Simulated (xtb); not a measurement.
iodine (I2), SMILES II. All values are semi-empirical tight-binding results from xtb (GFN2-xTB unless named), good for trends rather than for accurate numbers. Geometry optimised at GFN2-xTB.

Computed properties:
| Item | Result |
|---|---|
| point group as xtb finds it | D∞h |
| orbital gap | 2.74 eV |
| static polarisability (D4 model) | 66.6 bohr³ |
| solvation energy, GFN2-xTB/ALPB(water) | -2.1 kcal/mol |
| solvation energy, GFN2-xTB/ALPB(dmso) | -7.6 kcal/mol |
